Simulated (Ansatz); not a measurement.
BClFHSe (`FB(Cl)[SeH]`), relaxed with RKS PBE0-D4/def2-TZVP in Ansatz from a PBE-D4/def2-SVP geometry. The force threshold is 0.005 eV/Å; the program also tests the step.

Charge 0, multiplicity 1.

Start:

```xyz
5

F    -1.484   -1.031    0.529
B    -0.345   -0.464    0.138
Cl    1.033   -1.504   -0.222
Se   -0.309    1.480   -0.001
H     1.106    1.519   -0.443
```

Problem. How much energy does the relaxation release, and in how many steps? (Estimate.)

Solution. Computed: 1.26 kJ/mol, in 5 steps, 1 of them rejected.

Problem. Which bonds change most? (Estimate.)

Solution. Computed: Se4–H5 from 1.483 to 1.466 Å; B2–Cl3 from 1.764 to 1.748 Å; F1–B2 from 1.331 to 1.317 Å; B2–Se4 from 1.950 to 1.936 Å.

Problem. Give the relaxed structure. (Estimate.)

Solution. Ansatz gave: 
```xyz
5

F    -1.472   -1.022    0.524
B    -0.344   -0.464    0.137
Cl    1.022   -1.494   -0.221
Se   -0.303    1.467   -0.001
H     1.096    1.513   -0.438
```
